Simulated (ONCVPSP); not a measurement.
# hydrogen (H): ONCV pseudisation with PBE, scalar-relativistic reference atom.

The input file (ONCVPSP 4.0.1):

```
# ATOM AND REFERENCE CONFIGURATION
# atsym  z   nc   nv     iexc    psfile
  H 1.00    0    1        4      upf
#
#   n    l    f
    1    0    1.00
#
# PSEUDOPOTENTIAL AND OPTIMIZATION
# lmax
    1
#
#   l,   rc,      ep,       ncon, nbas, qcut
    0    1.55    0.00    4    7    8.10
    1    1.15    0.07    3    8    8.20
#
# LOCAL POTENTIAL
# lloc, lpopt,  rc(5),   dvloc0
    4    2    0.75    0.00
#
# VANDERBILT-KLEINMAN-BYLANDER PROJECTORs
# l, nproj, debl
    0    3    2.20
    1    1    1.00
#
# MODEL CORE CHARGE
# icmod, fcfact, rcfact
    0    0.00    0.00
#
# LOG DERIVATIVE ANALYSIS
# epsh1, epsh2, depsh
   -2.00    5.00    0.02
#
# OUTPUT GRID
# rlmax, drl
    6.00    0.01
#
# TEST CONFIGURATIONS
# ncnf
    1
# nvcnf
#   n    l    f
    1
    1    0    0.50
#
```

Command:

```bash
oncvpsp.x < H.dat > H.out
```

Output (shortened: citation, most of the input echo, consistency checks and plot data are left out):

```
ONCVPSP  (Optimized Norm-Conservinng Vanderbilt PSeudopotential)
scalar-relativistic version 4.0.1

#   n    l    f        energy (Ha)
    1    0    1.00    -2.3860194E-01

Reference configufation results
  iterations    22
  all-electron total energy (Ha)   -4.58934602D-01

Begin loop to  construct optimized pseudo wave functions
and semi-local pseudopoentials for all angular momenta

   Wellstate for l =  0  n =  3
     eigenvalue =   1.9614
     asymptotic potential =   2.4614
     half-point radius =  3.4140

   Wellstate for l =  0  n =  4
     eigenvalue =   4.1614
     asymptotic potential =   4.6614
     half-point radius =  3.1937

Calculating optimized projector #   1

 for l=   0

    Fraction of norm inside rc  0.551298
    Optimizing pswf for qcut=   8.10 a_B^-1,  ecut=  32.78 Ha
    Residual kinetic energy error=  2.74D-08 Ha

    Energy error per electron        Cutoff
         Ha          eV             Ha
         0.01000     0.27211        7.19
         0.00100     0.02721       13.53
         0.00010     0.00272       19.22
         0.00001     0.00027       23.96

Calculating optimized projector #   2

 for l=   0

    Fraction of norm inside rc  0.135079
    Optimizing pswf for qcut=   8.10 a_B^-1,  ecut=  32.78 Ha
    Residual kinetic energy error=  6.12D-07 Ha

    Energy error per electron        Cutoff
         Ha          eV             Ha
         0.01000     0.27211        9.73
         0.00100     0.02721       16.30
         0.00010     0.00272       22.42
         0.00001     0.00027       27.61

Calculating optimized projector #   3

 for l=   0

    Fraction of norm inside rc  0.141945
    Optimizing pswf for qcut=   8.10 a_B^-1,  ecut=  32.78 Ha
    Residual kinetic energy error=  4.95D-06 Ha

    Energy error per electron        Cutoff
         Ha          eV             Ha
         0.01000     0.27211       12.27
         0.00100     0.02721       19.94
         0.00010     0.00272       25.65
         0.00001     0.00027       31.07

   Wellstate for l =  1  n =  2
     eigenvalue =   0.0700
     asymptotic potential =   0.5700
     half-point radius = 12.4712

Calculating optimized projector #   1

 for l=   1

    Fraction of norm inside rc  0.004587
    Optimizing pswf for qcut=   8.19 a_B^-1,  ecut=  33.54 Ha
    Residual kinetic energy error=  5.25D-09 Ha

    Energy error per electron        Cutoff
         Ha          eV             Ha
         0.01000     0.27211        0.43
         0.00100     0.02721        1.57
         0.00010     0.00272        4.37
         0.00001     0.00027       10.23

Construct Vanderbilt / Kleinmman-Bylander projectors

B matrix Hermiticity error, ll=   0
   1   2   -3.1408E-05
   1   3    3.1848E-06
   2   3    5.3253E-05

  Orthonormal projector coefficients -1.6680E+00 -6.0791E-01 -1.1826E-01

Pseudoatom total energy   -0.458168

Diagnostic tests using Vanderbilt-Kleinman-Bylander pseudopotentials
  1 or more projectors used as specified by nproj input data

   l    rcore       rmatch      e in        delta e   norm test  slope test

   0   1.5519534   1.5990740  -0.2386019  -0.0000027   1.0000148   1.0000084
   0   1.5519534   1.5990740   1.9613981   0.0000109   1.0000661   1.0000661
   0   1.5519534   1.5990740   4.1613981   0.0000015   1.0001765   1.0001765

   1   1.1507464   1.1856856   0.0700000  -0.0000085   1.0000008   1.0000008

 Testing for bound ghosts
   n   l    E NL Schr. Eq   E Basis Diag.   E Cutoff

   1   0       -0.238605       -0.227951    108.45

 Testing for highly-localized positive-energy ghosts
       l    <radius>/rc     E Basis Diag.   E Cutoff

Test configuration 0

   n   l     f        eae           eps        diff
   1   0  1.0000   -0.23860194   -0.23860460   -2.66D-06

    Total energies and differences
      AE_ref= -4.58934602D-01  AE_tst= -4.58934602D-01  dif=  0.00D+00
      PS_ref= -4.58168211D-01  PS_tst= -4.58168211D-01  dif=  1.61D-15
      PSP excitation error= -1.61D-15

Test configuration 1

   n   l     f        eae           eps        diff
   1   0  0.5000   -0.46601318   -0.46543870    5.74D-04

    Total energies and differences
      AE_ref= -4.58934602D-01  AE_tst= -2.83946893D-01  dif=  1.75D-01
      PS_ref= -4.58168211D-01  PS_tst= -2.83289525D-01  dif=  1.75D-01
      PSP excitation error=  1.09D-04
```

The run took about 1.4 s on one core of a shared server CPU.
